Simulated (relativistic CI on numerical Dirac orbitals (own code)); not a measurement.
**V²⁺: M2,3 absorption edge**

Computed with this model: Dirac-Coulomb-Breit CI, separate exchange-only KLI orbitals for each configuration, QED by a radiative potential, valence Slater integrals scaled by 0.8, multiplet model of core-to-valence dipole absorption; configurations [Ar] 3d3 → [Ne] 3s2 3p5 3d4; 10 K; Lorentzian 0.8 eV and Gaussian 0.3 eV FWHM. Energies are those of the free ion, without screening or charge transfer. The branching ratio is the share of the lower-energy edge in the whole absorption, uncertain by about 0.02 where the edges overlap. S is read from ⟨S²⟩ = S(S + 1).

Field parameters in Wybourne normalisation: D4h B²₀ = −7Ds, B⁴₀ = 21(Dq − Dt), B⁴₄ = 21√(5/14) Dq. The field is a parameter set, without covalency.

free ion: ground-state S = 1.50, centroid 48.11 eV. Peaks (eV, height): 40.0 (7), 43.5 (31), 44.4 (69), 47.9 (100), 52.7 (99).

D4h, 10Dq = 15150, Ds = -1500, Dt = 240 cm⁻¹: ground-state S = 1.50, centroid 48.48 eV. Peaks (eV, height): 40.7 (17), 44.9 (100), 49.5 (67), 50.4 (81), 54.5 (83).

D4h, 10Dq = 15150, Ds = -860, Dt = 240 cm⁻¹: ground-state S = 1.50, centroid 48.48 eV. Peaks (eV, height): 40.6 (17), 44.9 (100), 49.1 (68), 50.4 (92), 54.5 (94).

D4h, 10Dq = 15150, Ds = 1070, Dt = 240 cm⁻¹: ground-state S = 1.50, centroid 48.48 eV. Peaks (eV, height): 40.7 (17), 44.9 (100), 47.6 (29), 49.0 (65), 50.4 (91), 54.5 (95).

D4h, 10Dq = 15150, Ds = 1710, Dt = 240 cm⁻¹: ground-state S = 1.50, centroid 48.48 eV. Peaks (eV, height): 40.7 (17), 42.4 (12), 44.9 (100), 45.6 (85), 48.0 (36), 49.0 (62), 49.7 (75), 50.4 (81), 54.6 (87).

D4h, 10Dq = 15150, Ds = 2360, Dt = 240 cm⁻¹: ground-state S = 1.50, centroid 48.48 eV. Peaks (eV, height): 40.8 (18), 42.4 (12), 44.8 (100), 45.6 (91), 48.2 (48), 49.9 (81), 54.7 (79).

Strongest unbroadened transitions for free ion:

| Energy (eV) | Relative strength |
| --- | --- |
| 39.04 | 4.1 |
| 39.66 | 1.5 |
| 40.00 | 3.3 |
| 40.10 | 1.6 |
| 42.39 | 2.3 |
| 43.34 | 24.0 |
| 44.41 | 78.8 |
| 44.72 | 3.8 |
| 44.98 | 0.9 |
| 46.44 | 6.3 |
| 46.48 | 1.8 |
| 47.84 | 100.0 |
| 47.93 | 26.0 |
| 51.98 | 0.9 |
| 52.05 | 1.0 |
| 52.72 | 89.0 |
| 52.75 | 33.9 |
| 52.79 | 2.3 |
